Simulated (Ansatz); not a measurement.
Gas-phase electronic energies from Ansatz, PBE0-D4/def2-TZVP geometries. CCSD(T)/CBS adds triple-zeta CCSD(T) − MP2 to the extrapolated MP2 energy (def2 sets, frozen cores). This one scheme is used for every species. DFT in def2-TZVPP. B3LYP here is the variant with VWN-RPA as its local correlation; programs differ in this. For Se outer-core shells are correlated without core-valence functions, which leaves a few kJ/mol of doubt a bond. Scalar relativity is left out up to krypton. One conformer a species, not always the lowest.

`B[Se]C` + `C[SiH3]` → `B[Se][SiH2]C` + CH₄  (formal exchange of groups at the Se–C bond)

`B[Se]C`:

Cartesian coordinates in Å:
```
B -0.555 -1.539 -0.336
Se -0.508 -0.301 1.083
C 0.429 1.217 0.293
H -0.070 -1.269 -1.392
H -1.088 -2.581 -0.110
H 0.686 0.974 -0.736
H 1.330 1.412 0.872
H -0.224 2.087 0.325
```

`C[SiH3]`:

Cartesian coordinates in Å:
```
C -0.435 0.479 -0.746
Si 0.389 -0.429 0.668
H -1.503 0.603 -0.557
H -0.317 -0.072 -1.681
H 0.004 1.470 -0.878
H 0.225 0.323 1.941
H 1.845 -0.594 0.409
H -0.209 -1.780 0.845
```

`B[Se][SiH2]C`:

```xyz
11

B     1.354    1.298    1.351
Se   -0.242    0.441    1.945
Si   -1.145    0.026   -0.131
C    -0.135   -1.239   -1.055
H     1.568    1.462    0.189
H     2.119    1.659    2.191
H    -2.525   -0.466    0.120
H    -1.211    1.310   -0.873
H     0.886   -0.879   -1.200
H    -0.094   -2.179   -0.502
H    -0.576   -1.432   -2.036
```

CH₄:

```xyz
5

C     0.000    0.000    0.000
H     0.314    0.404   -0.962
H    -1.085    0.056    0.080
H     0.454    0.580    0.803
H     0.317   -1.039    0.079
```

Question: Is it downhill or uphill in electronic energy at CCSD(T)/CBS, and by how much? (An estimate is asked.)

Answer: Computed: Downhill: ΔE = -110.5 kJ/mol.

Question: What do these levels give: PBE-D4, r2SCAN-D4, PBE0-D4, B3LYP-D4, r2SCAN, SCS-MP2/def2-TZVPP, CCSD/def2-TZVPP, HF/def2-QZVPP, SCS-MP2/def2-QZVPP, HF/CBS(def2), MP2/CBS(def2), CCSD/CBS(def2)? (Estimate.)

Answer: Ansatz gave: PBE-D4 -106.7, r2SCAN-D4 -110.6, PBE0-D4 -110.5, B3LYP-D4 -107.1, r2SCAN -109.4, SCS-MP2/def2-TZVPP -105.0, CCSD/def2-TZVPP -104.0, HF/def2-QZVPP -104.6, SCS-MP2/def2-QZVPP -108.1, HF/CBS(def2) -104.5, MP2/CBS(def2) -116.8, CCSD/CBS(def2) -110.2 kJ/mol.

Largest T1 diagnostic among the species: 0.013.

From PBE to PBE0 (25 % exact exchange), in def2-TZVPP and without D4, ΔE moves by −4.0 kJ/mol. The D4 term adds −6.7 kJ/mol with B3LYP and −3.9 kJ/mol with PBE0; it sums over pairs of atoms, weighted by their polarisabilities, and B3LYP, whose exchange is more repulsive, gets the larger term.
